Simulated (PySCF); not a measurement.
C5H7F, SMILES C1(F)(C=C)CC1.

The structure is a stationary point at PBE0-D3(BJ)/def2-SVP. One conformer was computed; it need not be the lowest.

The numbers are results of PBE0-D3(BJ)/def2-SVP in PySCF, not measurements.

No scaling factor is applied to the harmonic values.

Question: List the normal modes with their intensities. (An estimate is asked for; the answer gives what the named calculation found.)

Answer: 
```
mode  ν (cm⁻¹)  IR (km/mol)  Raman (Å⁴/amu)  depolarisation  moving atoms (share of kinetic energy)
----  --------  -----------  --------------  --------------  --------------------------------------
1          129          0.2             6.8            0.75                          C 59 %, H 35 %
2          244          0.2             1.5            0.75                  C 44 %, F 30 %, H 26 %
3          300          0.8             3.9            0.75                          H 57 %, C 38 %
4          367          3.5             1.6            0.20                  C 43 %, F 34 %, H 23 %
5          449          0.0             2.2            0.75                  C 41 %, H 40 %, F 19 %
6          514          6.9             9.9            0.39                  C 64 %, H 23 %, F 14 %
7          697          3.6             2.3            0.75                          H 51 %, C 49 %
8          740          6.4             4.6            0.29                  C 46 %, H 30 %, F 25 %
9          764          0.9             1.3            0.74                                  H 98 %
10         898          1.2             1.6            0.75                          H 78 %, C 21 %
11         921         25.7             5.5            0.54                  H 55 %, C 31 %, F 14 %
12         939         50.2             1.4            0.75                          H 72 %, C 28 %
13         984         34.9            19.6            0.75                          C 89 %, H 10 %
14        1004         13.0             6.6            0.43                          H 65 %, C 30 %
15        1023          5.1             0.3            0.75                          H 90 %, C 10 %
16        1031         18.9            10.0            0.62                          H 66 %, C 28 %
17        1063          2.0             0.7            0.75                          H 65 %, C 35 %
18        1077          7.9            13.6            0.74                          C 61 %, H 37 %
19        1178          0.2             4.5            0.75                          H 77 %, C 23 %
20        1280          6.5            37.8            0.21                          H 69 %, C 31 %
21        1341          4.5             7.2            0.58                          H 57 %, C 43 %
22        1353         45.7             4.7            0.17                          C 57 %, H 36 %
23        1415          5.4             9.9            0.75                           H 91 %, C 9 %
24        1437          7.8            22.4            0.40                          H 66 %, C 33 %
25        1493         17.3            29.5            0.36                          C 54 %, H 46 %
26        1744         16.5            92.1            0.22                          C 90 %, H 10 %
27        3156          4.8            33.9            0.75                                  H 95 %
28        3159          0.7           187.4            0.03                                  H 94 %
29        3176          1.8            37.3            0.24                                  H 95 %
30        3190          3.2           128.0            0.16                           H 91 %, C 9 %
31        3257          0.5            92.3            0.75                          H 89 %, C 11 %
32        3266          1.1            49.8            0.69                          H 89 %, C 11 %
33        3284          1.6            72.5            0.70                          H 89 %, C 11 %
```
